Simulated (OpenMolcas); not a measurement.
# Ag³⁺: effect of the IPEA shift

```json
{
 "Program": "OpenMolcas",
 "Basis": "ANO-RCC-VTZP [7s6p4d2f1g]",
 "Scalar Hamiltonian": "DKH2, point nucleus",
 "Active space": "8 electrons in 5 orbitals (4d)",
 "State averaging": "2S+1 = 3 even, 10 roots; 2S+1 = 1 even, 15 roots kept (CI in the orbitals of an earlier block)",
 "Spin-orbit coupling": "RASSI with atomic mean-field integrals over the reference wave functions, term energies averaged over their components"
}
```

Methods on the same reference wave functions:
A. CASSCF
B. SS-CASPT2, IPEA 0 Eh, imaginary shift 0.1 Eh (closed shells correlated: 4s 4p)
C. SS-CASPT2, IPEA 0.25 Eh, imaginary shift 0.1 Eh (closed shells correlated: 4s 4p)

Energies in cm-1 above 4d8 3F4, the measured ground level; measured values from the list in Gamrath, thesis, University of Mons (2023).

```tsv
Level	A	B	C	Measured
4d8 3F4	0.0	0.0	0.0	0.0
4d8 3F3	3959	3980	3980	4172
4d8 3F2	5958	5640	5640	5830
4d8 3P1	19709	15960	16410	15900
4d8 3P0	20052	16230	16660	16092
4d8 1G4	24242	21490	21330	20570
4d8 1S0	56412	48410	48430	47139
```

Deviations, from unrounded energies. A percentage is the sum of absolute deviations over the sum of measured energies, with the sign that they share, or ± where signs differ.

```tsv
Against measurement	Levels	A	B	C
mean absolute deviation (cm-1)	6	3500	460	580
fine structure of the ground term (%)	2	±3.4	-3.8	-3.8
other terms of the ground configuration (%)	4	+20.8	+2.4	+3.1
```

B lies closest to measurement on these levels and A furthest from it. The largest miss of B in the table is 4d8 1S0, by +1300 cm-1. The ranking rests on the paired levels alone, and a cruder setting can come out closer through cancelling errors.

Between B and C the level of the table that moves most is 4d8 3P1, by 440 cm-1 (lowest in B, highest in C). Moves below CASPT2's spread within the term are not significant.

The mean deviations of B to C differ by less than CASPT2's widest spread within a term (1000 cm-1), so their order carries little weight.

From A to B the spin-free energies of the other terms of 4d8 shown, above 3F, scale by factors of 0.76 to 0.87, as is usual when dynamic correlation screens the repulsion within a d or f shell.

The lowest spin-free term lies below A's lowest term by 0.445 hartree in B, 0.440 hartree in C.

Term energies are means over components that CASPT2 splits; among the terms shown or strongly mixed into the levels shown the widest spread is 1000 cm-1 (4d8 3F, B). Terms from blocks run as CI alone lack orbitals of their own. Without dynamic correlation excited terms often stand tens of per cent too high (terms of higher spin than the ground term too low), and those without a measured partner can miss by more than the paired ones (holds for A). Measured partners are found by configuration, term and J. A level has none where our copy of the source lacks it or the pairing is in doubt (some pairs that miss far off the trend of their configuration count as doubtful), and it then counts in no deviation. Only configurations of the active space appear. The table leaves out levels that lie high or whose names do not pair safely across all columns.
